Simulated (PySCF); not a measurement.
Iodine: highly charged ions in a basis for the neutral atom

I²¹⁺ [Ar] 3d10 4s2 4p2, I²²⁺ [Ar] 3d10 4s2 4p1. Calculation: PySCF 2.14, in aug-cc-pVDZ-PP with ECP28MDF; a scalar-relativistic core potential. No spin-orbit coupling, so a gap to NIST mixes the basis error with missing relativistic terms.

Changed run: basis of the neutral atom used for a highly charged ion. This setting is unsound on purpose.

```csv
species,method,sound run (hartree),changed run (hartree),converged
I²¹⁺,UHF,not run,-103.73698,yes
I²¹⁺,TPSS,not run,-103.96531,yes
I²¹⁺,M06-L,not run,-103.98795,yes
I²²⁺,UHF,not run,-80.55083,yes
I²²⁺,TPSS,not run,-80.76622,yes
I²²⁺,M06-L,not run,-80.72811,yes
```

Ionisation energy of I²¹⁺:

```
method  changed run (eV)  NIST (eV)
   UHF            630.93    649 ± 4
  TPSS            631.28    649 ± 4
 M06-L            632.93    649 ± 4
```

The contracted functions were made for the neutral atom and can be too rigid for a highly charged ion.
